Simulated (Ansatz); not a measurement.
`[CH3][In]([Cl])[N]=C=O`, charge 0, multiplicity 1.

(1) Give a relaxed structure at PBE0-D4/def2-TZVP (Ansatz). (Best estimate.)

## Answers

(1) The calculation gave: 
Cartesian coordinates in Å:
```
C 1.6436 0.5302 1.0459
In 0.0466 0.3300 -0.3320
Cl -0.3133 1.6728 -2.1963
N -1.3964 -1.0895 -0.1834
C -2.3783 -1.4007 -0.8076
O -3.3413 -1.7569 -1.3628
H 2.5781 0.6442 0.4982
H 1.6847 -0.3501 1.6850
H 1.4762 1.4199 1.6530
```
This is one stationary point; other conformers may exist.
